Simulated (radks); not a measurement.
K I, configuration [Ar] 4s(up 1, down 0). All-electron calculation, scalar-relativistic Kohn-Sham, r2SCAN, spin-polarised, spherical densities, finite nucleus; meta-GGA in the generalised Kohn-Sham scheme; Fermi nuclear charge, rms radius 3.4349 fm. Program: a radial shooting solver on a logarithmic mesh with Libxc functionals.

Normalised radial functions P(r) = r R(r), r in bohr:

```
   r/bohr * 3s up, o 4s up (the largest magnitude, 0.978, reaches the edge; | marks zero, & curves that meet)
  0.01215                             |o  *
  0.01392                             |o   *
  0.01594                             |o   *
  0.01841                             |o    *
   0.0211                             |o    *
  0.02417                             |o     *
  0.02791                             | o    *
  0.03198                             | o    *
  0.03664                             | o    *
  0.04231                             | o    *
  0.04848                             | o    *
  0.05554                             |o     *
  0.06414                             |o    *
  0.07348                             |o   *
  0.08419                             |o  *
  0.09723                             o *
   0.1114                            *o
   0.1276                          * o|
   0.1474                       *    o|
   0.1689                    *      o |
   0.1935                  *        o |
   0.2234                *         o  |
    0.256               *          o  |
   0.2933                *         o  |
   0.3387                  *        o |
    0.388                     *     o |
   0.4446                          * o|
   0.5134                             |o *
   0.5882                             | o      *
   0.6739                             |   o           *
   0.7783                             |    o               *
   0.8917                             |    o                   *
    1.022                             |    o                     *
     1.18                             |   o                      *
    1.352                             |  o                    *
    1.549                             o                    *
    1.788                           o |               *
    2.049                        o    |           *
    2.347                      o      |       *
    2.711                   o         |    *
    3.106                 o           |  *
    3.558                o            |*
     4.11               o             |*
    4.708                o            *
    5.394                 o           *
     6.23                   o         *
    7.137                     o       *
    8.177                       o     *
    9.443                         o   *
    10.82                           o *
     12.4                            o*
    14.32                             &
     16.4                             &
```

3s up: eigenvalue -36.758 eV, 2 radial nodes at r = 0.107, 0.481 bohr, <r> = 1.27 bohr, 90 % of the charge inside 1.92 bohr. 4s up: eigenvalue -2.595 eV, 3 radial nodes at r = 0.107, 0.470, 1.59 bohr, <r> = 4.97 bohr, 90 % of the charge inside 7.43 bohr.
